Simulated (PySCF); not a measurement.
Isomers of C5H5ClF2, one GFN2-xTB conformer each. Single-point energies are computed at PBE0/pcSseg-1 (PySCF, gas phase, no added dispersion term), electronic only.

| SMILES | GFN2-xTB relative energy (kJ/mol) |
| --- | --- |
| C=C(/C=C(/F)Cl)CF | 0.0 |
| C#CCC(F)(F)CCl | 39.1 |
| C=C/C(F)=C(\Cl)CF | 4.3 |

Conformers: `[CH2:1]=[C:2](/[CH:3]=[C:4](/[F:5])[Cl:6])[CH2:7][F:8]` with C1–C2–C3–C4 180°, C1–C2–C7–F8 0°; `[CH:1]#[C:2][CH2:3][C:4]([F:5])([F:6])[CH2:7][Cl:8]` with C2–C3–C4–F5 180°, C3–C4–C7–Cl8 53°; `[CH2:1]=[CH:2]/[C:3]([F:4])=[C:5](\[Cl:6])[CH2:7][F:8]` with C1–C2–C3–F4 0°, C3–C5–C7–F8 -117°.

Task: What does PBE0/pcSseg-1 give for the same structures?

Result: 
| SMILES | PBE0/pcSseg-1 E (Eh) | PBE0/pcSseg-1 (kJ/mol) | GFN2-xTB (kJ/mol) | point group |
| --- | --- | --- | --- | --- |
| C=C/C(F)=C(\Cl)CF | -852.74177 | 0.0 | 4.3 | C1 |
| C=C(/C=C(/F)Cl)CF | -852.73713 | 12.2 | 0.0 | Cs |
| C#CCC(F)(F)CCl | -852.73097 | 28.4 | 39.1 | C1 |

GFN2-xTB puts C=C(/C=C(/F)Cl)CF lowest instead; measured from each level's own lowest isomer, the values differ by up to 12.2 kJ/mol (C=C(/C=C(/F)Cl)CF: 0.0 against 12.2). As drawn, the lowest has a C=C bond outside aromatic rings, which the highest lacks; the highest has a C≡C bond and two fluorines on one carbon, which the lowest lacks.

Task: Which frontier levels, dipoles and rotational constants go with these structures?

Result: 
```tsv
SMILES	HOMO (eV, PBE0/pcSseg-1)	LUMO (eV)	dipole (D)	A, B, C (MHz)
C=C/C(F)=C(\Cl)CF	-7.10	-1.69	2.29	2481, 1168, 831.0
C=C(/C=C(/F)Cl)CF	-6.99	-1.22	0.61	2843, 1018, 753.1
C#CCC(F)(F)CCl	-8.29	0.40	1.30	1884, 1511, 1028
```

Task: As an exercise, what shares would exp(−E/RT) give at 298.15 K from these electronic energies alone (no entropy, no degeneracies)?

Result: RT = 2.479 kJ/mol: C=C/C(F)=C(\Cl)CF 99.3 %, C=C(/C=C(/F)Cl)CF 0.7 %, C#CCC(F)(F)CCl under 0.1 %.
